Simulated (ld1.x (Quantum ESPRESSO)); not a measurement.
# Ag (Z = 47), PAW: configuration errors across variants

- Element: Ag (Z = 47)
- Generator: ld1.x (Quantum ESPRESSO) 7.5
- Type: PAW
- Functional: PBE
- Relativity: scalar-relativistic
- Frozen core: [Ar] 3d10 4s2
- Valence charge: 17
- Reference configuration: 4p6 4d10 5s1 5p0
- Partial waves: 5s (bound): rcut 2.20, rcutus 2.55 bohr; 5s channel at 1.2 Ry: rcut 2.20, rcutus 2.55 bohr; 4p (bound): rcut 1.35, rcutus 1.55 bohr; 5p (bound, empty): rcut 1.35, rcutus 1.55 bohr; 4d (bound): rcut 1.25, rcutus 1.55 bohr; 4d channel at -0.15 Ry: rcut 1.25, rcutus 1.55 bohr
- Local potential: all-electron potential smoothed inside 1.70 bohr (lloc = -1)
- Core correction: Bessel-smoothed model core inside 1.15 bohr
- Augmentation charge: BESSEL, radius 1.35 bohr

All-electron excitation energies from the reference (eV): (1) 4p6 4d10 5s0 5p0 7.757; (2) 4p6 4d9 5s0 5p0 29.871; (3) 4p6 4d8 5s0 5p0 66.064; (4) 4p6 4d9 5s1 5p1 8.572; (5) 4p6 4d7 5s0 5p0 117.780; (6) 4p6 4d10 5s0 5p1 3.866; (7) 4p6 4d10 5s0.5 5p0 3.017.

5 further variants failed, have other tests or another functional or relativity, and are left out.

A true bound ghost makes a file unfit for plane-wave use even where its test errors are small: the radial tests pick states by their node count and pass the ghost by.

Errors AE − PS in meV (a dash: test not solved or not reliable):

| change | (1) | (2) | (3) | (4) | (5) | (6) | (7) | bound ghosts |
| --- | --- | --- | --- | --- | --- | --- | --- | --- |
| base | +1.1 | -4.8 | -41 | -2.8 | -141 | +2.0 | -0.4 | s |
| wave 5s channel at 1.2 Ry: rcut 2.20, rcutus 2.55 bohr becomes 5s channel at 4.69 Ry: rcut 2.20, rcutus 2.55 bohr | +1.1 | -4.8 | -41 | -3.7 | -141 | +2.0 | -0.4 | s |
| core correction Bessel-smoothed model core inside 1.16 bohr | +1.1 | -4.8 | -41 | -2.8 | -141 | +2.0 | -0.4 | s |
| type TM; waves now 5s (bound): rc 2.55 bohr; 4p (bound): rc 1.55 bohr; 4d (bound): rc 1.55 bohr; local potential the d channel | -10 | -0.5 | -1.7 | +34 | -24 | +16 | -2.2 | s |
| local potential all-electron potential smoothed inside 1.75 bohr (lloc = -1) | 0.0 | -6.0 | -42 | -3.3 | -142 | +0.8 | -0.7 | s |

(1) Give the same row for: augmentation BESSEL, radius 1.10 bohr.

Results:

(1) +4.3, -3.3, -41, -2.1, -139, +3.9, +0.1; bound ghosts: s.
